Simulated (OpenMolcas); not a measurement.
## Computed levels of Ta

| Property | Result |
| --- | --- |
| Program | OpenMolcas |
| Method | MS-CASPT2, IPEA 0.25 Eh, imaginary shift 0.1 Eh (closed shells correlated: 5s 5p) |
| Basis | ANO-RCC-VTZP [8s7p5d3f2g1h] |
| Scalar Hamiltonian | DKH2, point nucleus |
| Active space | 5 electrons in 6 orbitals (5d 6s) |
| State averaging | 2S+1 = 6 even, 6 roots; 2S+1 = 4 even, 57 roots; 2S+1 = 2 even, 98 roots |
| Spin-orbit coupling | state interaction with AMFI integrals over the reference wave functions, term energies averaged over their components |

With spin-orbit coupling, above the lowest level:

```tsv
Configuration	Term	J	E (cm-1)	Measured (cm-1)	g	Term weight %	Second
5d3 6s2	4F	3/2	0.0	0.0	0.438	90	7 2D(1)
5d3 6s2	4F	5/2	1868	2010	1.034	95	3 2D(1)
5d3 6s2	4F	7/2	3800	3964	1.226	94	3 2G
5d3 6s2	4F	9/2	5490	5621	1.305	86	12 2G
5d3 6s2	4P	1/2	5690	6049	2.539	81	9 2P
5d3 6s2	4P	3/2	5860	6069	1.602	72	18 2P
5d3 6s2	4P	5/2	8500	9253	1.591	90	4 5d4 6s 4P
5d4 6s	6D	1/2	8870		3.141	83	7 4P
5d4 6s	6D	3/2	9350		1.809	90	4 4P
5d4 6s	6D	5/2	10380		1.647	94	2 5d3 6s2 4P
5d3 6s2	2G	7/2	10710		0.913	92	4 4F
5d3 6s2	2D(1)	3/2	11330		1.122	51	20 4P
5d4 6s	6D	7/2	11420		1.577	97	
5d3 6s2	2G	9/2	11800		1.098	53	31 2H
5d3 6s2	2P	1/2	11880		0.938	85	12 4P
5d4 6s	6D	9/2	12630		1.513	88	5 4F(1)
5d3 6s2	2D(1)	5/2	13420		1.206	93	2 4F
5d3 6s2	2P	3/2	16560		1.157	58	34 2D(1)
5d3 6s2	2H	9/2	16570		0.983	65	32 2G
5d3 6s2	2H	11/2	16690		1.091	100	
5d3 6s2	2F	5/2	18470		0.879	94	4 2D(2)
5d3 6s2	2F	7/2	18620		1.139	92	4 2G
5d4 6s	4D(1)	1/2	20880		1.323	40	37 4P
5d4 6s	4D(1)	3/2	22020		1.163	65	13 4P
5d4 6s	4H	7/2	22200		0.844	56	23 4G
5d4 6s	4H	9/2	22760		1.073	57	26 4G
5d4 6s	4D(1)	5/2	22790		1.069	37	34 4F(1)
5d4 6s	4D(1)	1/2	22940		1.315	45	41 4P
5d4 6s	4H	11/2	24020		1.162	77	22 4G
5d4 6s	4H	7/2	24270		1.039	33	33 4F(1)
5d4 6s	4F(1)	3/2	24280		0.729	62	16 4P
5d4 6s	4G	5/2	24600		0.979	48	43 4D(1)
5d4 6s	4H	13/2	25210		1.221	94	6 2I
5d4 6s	4P	3/2	25530		1.493	59	20 4D(1)
5d4 6s	4F(1)	9/2	25620		1.192	49	34 4H
5d4 6s	4D(1)	7/2	26090		1.259	59	29 4G
5d4 6s	4F(1)	5/2	26400		0.968	50	25 4G
5d4 6s	4G	9/2	27350		1.179	60	17 2G(1)
5d4 6s	4F(1)	7/2	27420		1.163	47	30 4G
5d4 6s	4P	5/2	27850		1.489	54	37 4D(2)
```

Against the 6 measured excited levels shown (NIST Handbook of Basic Atomic Spectroscopic Data) the mean absolute deviation is 290 cm-1; the largest miss in energy is 5d3 6s2 4P 5/2: computed 8500, measured 9253 cm-1 (-8.1 %).

Spin-orbit coupling puts the lowest level 4096 cm-1 below the lowest spin-free term.

For 4F the intervals divided by the larger J are 747.1, 551.0, 375.8 cm-1. Landé's interval rule makes them equal in pure LS coupling; they differ by 67 % of their mean. The multiplet is regular.

Term energies are means over components that CASPT2 splits; among the terms shown or strongly mixed into the levels shown the widest spread is 1100 cm-1 (5d3 6s2 4F). Blocks of more than 70 roots (2S+1 = 2 even) ran without multistate coupling. Configurations are named by rounded mean occupations; where the s occupation lies near a half they are strongly mixed, a name can repeat and a true partner stay unpaired. A single d shell beside an s shell can misplace configurations of different d count against each other. The CASPT2 spread within a term exceeds the gap to the next term for 5d4 6s 4D(1) and 5d4 6s 4H, 5d4 6s 4F(1) and 5d4 6s 4P, 5d4 6s 4P and 5d4 6s 4G, so the order of their levels is uncertain, and so are names and mixing where such terms share a J. Measured partners are found by configuration, term and J. A level has none where our copy of the source lacks it or the pairing is in doubt (some pairs that miss far off the trend of their configuration count as doubtful), and it then counts in no deviation. Levels of configurations outside the active space are missing. The first state left out of the spin-orbit step lies near 35000 cm-1 above the lowest spin-free state of the reference (among the parities and spins computed), and the list stops at four fifths of that energy or lower. The table shows the lowest 40 of 41 levels.

The term weight is that of the spin-free term in the level, not the purity of its configuration. A number in round brackets counts repeated terms of one configuration in the order of the reference energies.
